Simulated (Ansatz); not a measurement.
`FC[C@@H](F)[C@H](F)CF` and `FCC(F)CF` differ in one atom or group.

Ansatz, PBE0-D4/def2-TZVP geometries, multiplicity 1. Each molecule was computed in one conformer, which needn't be the lowest.

```csv
property,`FC[C@@H](F)[C@H](F)CF`
LUMO energy (B3LYP/def2-TZVPP) / eV,0.47
HOMO energy (ωB97M-V/def2-TZVPP) / eV,-11.87
LUMO energy (PBE/def2-TZVPP) / eV,-0.04
size of the dipole moment (ωB97M-V/def2-TZVPP) / D,1.69
HOMO–LUMO gap (B3LYP/def2-TZVPP) / eV,9.73
HOMO–LUMO gap (ωB97M-V/def2-TZVPP) / eV,14.20
```

**Question.** What does the change do to each property? (An estimate is asked.)

**Answer.** The calculation gave: 
```csv
property,`FCC(F)CF`,shift
LUMO energy (B3LYP/def2-TZVPP) / eV,0.68,0.21
HOMO energy (ωB97M-V/def2-TZVPP) / eV,-11.90,-0.03
LUMO energy (PBE/def2-TZVPP) / eV,0.18,0.22
size of the dipole moment (ωB97M-V/def2-TZVPP) / D,2.74,1.05
HOMO–LUMO gap (B3LYP/def2-TZVPP) / eV,9.94,0.21
HOMO–LUMO gap (ωB97M-V/def2-TZVPP) / eV,14.43,0.23
```

Dipoles are sizes alone; their direction can turn.

B3LYP here is the variant with VWN-RPA as its local correlation; programs differ in this.
